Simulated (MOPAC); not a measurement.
Input for MOPAC: PM6 on H3NSSn (SMILES [NH2][Sn][SH]), a point of a torsion scan.

```
PM6 1SCF PRECISE CHARGE=0 THREADS=1
H3NSSn

N     -1.47546804 1    -0.04470088 1     0.26670286 1
Sn     0.46093500 1     0.09975227 1     0.98107234 1
S      1.51954576 1    -1.06495716 1    -0.90861560 1
H     -2.05547781 1     0.76217705 1     0.07514778 1
H     -1.64617890 1    -0.68457701 1    -0.50229848 1
H      2.75482204 1    -1.12834156 1    -0.43055738 1
```

It printed:

```
*******************************************************************************
 **                                                                           **
 **                              MOPAC v23.2.5                                **
 **                                                                           **
 *******************************************************************************
 ** MOPAC's Digital Object Identifier: https://doi.org/10.5281/zenodo.6511958 **
 **                                                                           **
 ** Please cite the open-source release paper for use of this MOPAC version:  **
 ** J. E. Moussa and J. J. P. Stewart (2026)                                  **
 ** MOPAC: An open-source semiempirical molecular orbital program             **
 ** J. Open Source Softw., 11(119), 8025, https://doi.org/10.21105/joss.08025 **
 *******************************************************************************

                              PM6 CALCULATION RESULTS

 *******************************************************************************
 *  PM6        - The PM6 Hamiltonian to be used
 *
 *
 *
 *                 CHARGE ON SYSTEM = 0
 *
 *
 *
 *  PRECISE    - TIGHTER CRITERIA TO BE USED
 *  1SCF       - DO 1 SCF AND THEN STOP
 *  THREADS=1  - MULTI-THREADING NOT USED
 *  T=         - A TIME OF 172800.0 SECONDS REQUESTED
 *  DUMP=N     - RESTART FILE WRITTEN EVERY 7200.0 SECONDS REQUESTED
 *******************************************************************************
PM6 1SCF PRECISE CHARGE=0 THREADS=1
 H3NSSn

   ATOM   CHEMICAL          X               Y               Z
  NUMBER   SYMBOL      (ANGSTROMS)     (ANGSTROMS)     (ANGSTROMS)

     1       N         -1.47546804  *  -0.04470088  *   0.26670286  *
     2      Sn          0.46093500  *   0.09975227  *   0.98107234  *
     3       S          1.51954576  *  -1.06495716  *  -0.90861560  *
     4       H         -2.05547781  *   0.76217705  *   0.07514778  *
     5       H         -1.64617890  *  -0.68457701  *  -0.50229848  *
     6       H          2.75482204  *  -1.12834156  *  -0.43055738  *



          CARTESIAN COORDINATES

    NO.       ATOM           X           Y           Z

     1         N         -1.4755     -0.0447      0.2667
     2        Sn          0.4609      0.0998      0.9811
     3         S          1.5195     -1.0650     -0.9086
     4         H         -2.0555      0.7622      0.0751
     5         H         -1.6462     -0.6846     -0.5023
     6         H          2.7548     -1.1283     -0.4306

 General Reference for PM6:
 "Optimization of Parameters for Semiempirical Methods V: Modification of NDDO Approximations
 and Application to 70 Elements", J. J. P. Stewart, J. Mol. Mod., 13, 1173-1213 (2007)
 URL: https://link.springer.com/article/10.1007/s00894-007-0233-4

           Empirical Formula: H3 N Sn S  =     6 atoms



      MOLECULAR POINT GROUP   :   C1


      RHF CALCULATION, NO. OF DOUBLY OCCUPIED LEVELS = 9


 -------------------------------------------------------------------------------
 PM6 1SCF PRECISE CHARGE=0 THREADS=1
 H3NSSn



     1SCF WAS SPECIFIED, SO BFGS WAS NOT USED
     SCF FIELD WAS ACHIEVED


                              PM6 CALCULATION
                                                       MOPAC v23.2.5 Linux




          FINAL HEAT OF FORMATION =         18.25062 KCAL/MOL =      76.36059 KJ/MOL


          COSMO AREA              =        120.89 SQUARE ANGSTROMS
          COSMO VOLUME            =        112.49 CUBIC ANGSTROMS

          IONIZATION POTENTIAL    =          8.555645 EV
          HOMO LUMO ENERGIES (EV) =         -8.556 -0.925
          NO. OF FILLED LEVELS    =          9
          MOLECULAR WEIGHT        =        167.7804         POINT GROUP:  C1

          MOLECULAR DIMENSIONS (Angstroms)

            Atom       Atom       Distance
            H     6    H     4     5.19315
            H     5   Sn     2     2.22253
            N     1    S     3     0.68968


          SCF CALCULATIONS        =          1





   ATOM   CHEMICAL          X               Y               Z
  NUMBER   SYMBOL      (ANGSTROMS)     (ANGSTROMS)     (ANGSTROMS)

     1       N         -1.47546804  *  -0.04470088  *   0.26670286  *
     2      Sn          0.46093500  *   0.09975227  *   0.98107234  *
     3       S          1.51954576  *  -1.06495716  *  -0.90861560  *
     4       H         -2.05547781  *   0.76217705  *   0.07514778  *
     5       H         -1.64617890  *  -0.68457701  *  -0.50229848  *
     6       H          2.75482204  *  -1.12834156  *  -0.43055738  *

                             CARTESIAN COORDINATES

   1    N       -1.475468040    -0.044700880     0.266702860
   2   Sn        0.460935000     0.099752270     0.981072340
   3    S        1.519545760    -1.064957160    -0.908615600
   4    H       -2.055477810     0.762177050     0.075147780
   5    H       -1.646178900    -0.684577010    -0.502298480
   6    H        2.754822040    -1.128341560    -0.430557380


           Empirical Formula: H3 N Sn S  =     6 atoms



      MOLECULAR POINT GROUP   :   C1


                  EIGENVALUES
 -29.76859 -29.27523 -16.06344 -15.27967 -13.03036 -11.52398  -9.72104  -9.19678
  -8.55564  -0.92532   0.31372   0.78747   1.34824   2.25313   2.26080   2.29289
   2.30479   3.93605   5.90297   6.90468


              NET ATOMIC CHARGES AND DIPOLE CONTRIBUTIONS

  ATOM NO.   TYPE          CHARGE      No. of ELECS.   s-Pop       p-Pop       d-Pop
    1          N          -0.785599        5.7856     1.59868     4.18692
    2         Sn           0.765354        3.2346     1.84319     1.39146
    3          S          -0.652260        6.6523     1.93804     4.60305     0.11117
    4          H           0.235808        0.7642     0.76419
    5          H           0.227094        0.7729     0.77291
    6          H           0.209604        0.7904     0.79040
 DIPOLE           X         Y         Z       TOTAL
 POINT-CHG.     1.151     2.852     4.551     5.493
 HYBRID        -1.540    -1.217    -3.563     4.068
 SUM           -0.389     1.636     0.987     1.950


          ATOMIC ORBITAL ELECTRON POPULATIONS

     Atom    s        px        py        pz      x^2-y^2     xz        z^2       yz        xy
    1  N   1.59868   1.38286   1.29599   1.50807
    2 Sn   1.84319   0.52302   0.27493   0.59351
    3  S   1.93804   1.19306   1.83868   1.57132   0.04197   0.03694   0.01602   0.01439   0.00185
    4  H   0.76419
    5  H   0.77291
    6  H   0.79040

 **********************
 *                    *
 * JOB ENDED NORMALLY *
 *                    *
 **********************




 == MOPAC DONE ==
```

The run finished.

Cost: very roughly 0.020 core-seconds.
